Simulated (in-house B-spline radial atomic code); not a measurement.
Results of a calculation; reference values are marked as such.
# Stopping and range of 20 keV Br in InSb

The pair potential comes from two frozen, spherical free-atom densities (PBE, B-spline radial code, scalar-relativistic past argon): electrostatics plus the change in Thomas-Fermi kinetic and Dirac exchange energy where they overlap, the recipe behind the universal ZBL potential, which averages such potentials (from solid-state densities) over many pairs. It is written V = (Z1 Z2 e²/r) φ(r/a), with e² = 14.3996 eV·Å and a = 0.46850 Å/(Z1^0.23 + Z2^0.23); ZBL's fit is φ = 0.18175 e^(−3.1998x) + 0.50986 e^(−0.94229x) + 0.28022 e^(−0.4029x) + 0.02817 e^(−0.20162x). Where φ falls below 4e-4 it is continued as an exponential.

The target is taken as amorphous, with density 5.77 g/cm³ (NSM archive of the Ioffe Institute); channelling is ignored. Masses: Br 79.9, In 114.82, Sb 121.76 u. Nuclear stopping is S_n = 4π a Z1 Z2 e² M1/(M1 + M2) × s_n(ε), with s_n integrated over impact parameters for each pair. Electronic stopping is Lindhard and Scharff's S_e = Z1^(1/6) 8π e² a0 Z1 Z2/(Z1^(2/3) + Z2^(2/3))^(3/2) × v/v0, with a0 = 0.529177 Å and v = v0 at 24.801 keV/u; it misses the oscillations with Z1 seen in experiment, which reach tens of per cent. Compounds add by atom fraction.

```json
{"target atom": "In", "a (Å)": "0.09941", "ε at this energy": "0.04747", "s_n, this pair": "0.2742", "s_n, ZBL potential": "0.2712"}
{"target atom": "Sb", "a (Å)": "0.09893", "ε at this energy": "0.04648", "s_n, this pair": "0.2728", "s_n, ZBL potential": "0.2698"}
```

Q: What are the atom density and the stopping powers at entry?

A: N = 5.77 × 0.602214/118.29 = 0.02938 atoms/Å³. For In: S_n = 12660 × 0.2742 = 3472 eV·Å², S_e = 3.5688 × √20000 = 504.7 eV·Å². For Sb: S_n = 12660 × 0.2728 = 3453 eV·Å², S_e = 3.6323 × √20000 = 513.7 eV·Å². Averaged over the target's atoms (half each) and times N × 10 Å/nm, the ion loses N S_n = 1020 eV/nm to recoils and N S_e = 150 eV/nm to electrons; the nuclear share is 87 %.

Along the track:

```tsv
E (keV)	N S_n (eV/nm)	N S_e (eV/nm)
1	323	33.4
3	532	57.9
6	698	81.9
10	832	106
15	941	130
20	1020	150
```

Q: Estimate the path length and the projected range.

A: With continuous slowing down the path is the integral of dE/(N (S_n + S_e)). Trapezoids over the table give 23.1 nm, and the stretch below the first row, with stopping taken as √E, adds 2E/(N S) = 5.6 nm: 28.7 nm in all, against 28.2 nm on a fine grid from 5 eV. Deflections shorten the depth: to first order in the energy passed on, N (S_n + S_e) dR_p/dE = 1 − N S_n (M2/M1) R_p/(2E), summed over the target's atoms, and integrating this on the fine grid gives R_p = 13.1 nm, 0.46 of the path. Lindhard's rule of thumb R/(1 + M2/3M1), with mean M2/M1 = 1.48, gives 18.9 nm. On the ZBL potential the same equation gives 13.2 nm, and the full integral equation, which keeps hard collisions, 13.8 nm.
